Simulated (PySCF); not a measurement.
## What an electron can do to Ge2

PBE0 in PySCF with def2-TZVPPD on every atom, for the lowest determinant that a PBE0 search found; no spin–orbit coupling.

```
species  state (unpaired electrons)  Re (Å)  ωe (cm⁻¹)  energy of the minimum from the neutral (eV)  De (eV)  dissociates to
    Ge2              triplet (π ↑↑)   2.380        296                                         0.00     2.99         Ge + Ge
   Ge₂⁺         quartet (σ ↑, π ↑↑)   2.408        262                                         7.57     3.35        Ge⁺ + Ge
```

Q: Work out the lowest energy to break Ge2 into atoms, from its vibrational ground state.

A: D0 = De − ωe/2 = 2.99 − 0.02 = 2.97 eV (PBE0/def2-TZVPPD).

Q: Work out the ionisation energy of the Ge atom at this level and the threshold of dissociative ionisation.

A: IE(Ge) = 7.57 + 3.35 − 2.99 = 7.93 eV, so Ge⁺ + Ge + e⁻ appears at D0 + IE(Ge) = 10.90 eV (PBE0/def2-TZVPPD). The measured IE(Ge) is 7.899 eV (NIST ASD).

These are thermodynamic thresholds; the onsets seen under electron impact lie higher where the geometry changes, and cross-sections peak well above them.

Spin–orbit coupling is left out. States were picked by a PBE0 search and need not be the measured ground states.
